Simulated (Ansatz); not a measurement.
The cluster Sn3F4⁺. Total charge 1; doublet. Geometry r2SCAN-D4/def2-SVP.

| atom | x (Å) | y (Å) | z (Å) |
| --- | --- | --- | --- |
| Sn1 | -0.5619 | 2.0730 | -0.3074 |
| Sn2 | 2.1570 | 0.0911 | -0.2158 |
| Sn3 | -0.9440 | -1.2806 | 0.3096 |
| F4 | 0.7690 | -1.1950 | -1.1181 |
| F5 | -1.0983 | 0.7483 | 1.2261 |
| F6 | -1.3082 | 0.3256 | -1.1945 |
| F7 | 0.9863 | -0.7623 | 1.3001 |

In the def2 sets Sn takes a core potential; there is no spin–orbit coupling. HSE06 is defined as in plane-wave codes, on full-range PBE exchange. Another isomer (doublet) lies 0.25 eV lower at PBE0-D4/def2-TZVP; other spin states weren't run for this one.

(1) Estimate the α-spin orbital energies around the gap (eV) in Ansatz with PBE-D4/def2-TZVP, r2SCAN-D4/def2-TZVP, PBE0-D4/def2-TZVP, HSE06-D4/def2-TZVP, ωB97M-V/def2-TZVP.

Answers

(1) 
```tsv
orbital	PBE-D4/def2-TZVP	r2SCAN-D4/def2-TZVP	PBE0-D4/def2-TZVP	HSE06-D4/def2-TZVP	ωB97M-V/def2-TZVP
HOMO−13	-16.80	-17.24	-18.64	-18.22	-21.33
HOMO−12	-15.30	-15.79	-17.20	-16.78	-19.76
HOMO−11	-14.96	-15.49	-17.00	-16.58	-19.61
HOMO−10	-14.74	-15.29	-16.84	-16.42	-19.54
HOMO−9	-14.61	-15.10	-16.47	-16.06	-18.98
HOMO−8	-14.20	-14.74	-16.26	-15.85	-18.88
HOMO−7	-13.58	-14.11	-15.61	-15.19	-18.18
HOMO−6	-13.52	-13.94	-15.33	-14.91	-17.87
HOMO−5	-13.34	-13.87	-15.30	-14.89	-17.83
HOMO−4	-13.33	-13.86	-15.01	-14.60	-17.55
HOMO−3	-12.98	-13.52	-14.92	-14.51	-17.26
HOMO−2	-12.61	-12.97	-13.83	-13.43	-16.08
HOMO−1	-11.85	-12.17	-12.97	-12.57	-15.10
HOMO	-9.37	-9.75	-10.27	-9.90	-11.86
LUMO	-7.43	-7.28	-6.68	-7.05	-4.90
LUMO+1	-6.46	-6.42	-5.89	-6.24	-4.40
LUMO+2	-6.29	-6.09	-5.49	-5.86	-3.67
LUMO+3	-6.13	-5.90	-5.39	-5.75	-3.65
LUMO+4	-5.84	-5.59	-5.05	-5.41	-3.33
LUMO+5	-5.59	-5.34	-4.76	-5.12	-2.99
β HOMO	-11.81	-12.11	-12.91	-12.51	-15.05
β LUMO	-8.47	-8.27	-7.78	-8.13	-6.14
```
